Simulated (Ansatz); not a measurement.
Start from `C[S][Mg][SH]` and change one atom or group to get `C[S][Mg][O][SiH3]`.

Ansatz, PBE0-D4/def2-TZVP geometries, multiplicity 1. Each molecule was computed in one conformer, which needn't be the lowest.

```
                                        property  `C[S][Mg][SH]`
           HOMO energy (ωB97M-V/def2-TZVPP) / eV           -8.84
             HOMO–LUMO gap (PBE/def2-TZVPP) / eV            3.47
               LUMO energy (PBE/def2-TZVPP) / eV           -2.03
         HOMO–LUMO gap (ωB97M-V/def2-TZVPP) / eV            8.85
size of the dipole moment (B3LYP/def2-TZVPP) / D            1.38
               HOMO energy (PBE/def2-TZVPP) / eV           -5.50
```

Question: Give the same properties after the change, and the shifts. (Estimate.)

Answer: The calculation gave: 
```csv
property,`C[S][Mg][O][SiH3]`,shift
HOMO energy (ωB97M-V/def2-TZVPP) / eV,-8.91,-0.07
HOMO–LUMO gap (PBE/def2-TZVPP) / eV,3.42,-0.05
LUMO energy (PBE/def2-TZVPP) / eV,-2.16,-0.13
HOMO–LUMO gap (ωB97M-V/def2-TZVPP) / eV,8.78,-0.07
size of the dipole moment (B3LYP/def2-TZVPP) / D,1.62,0.24
HOMO energy (PBE/def2-TZVPP) / eV,-5.58,-0.08
```

Dipoles are sizes alone; their direction can turn.

B3LYP here is the variant with VWN-RPA as its local correlation; programs differ in this.
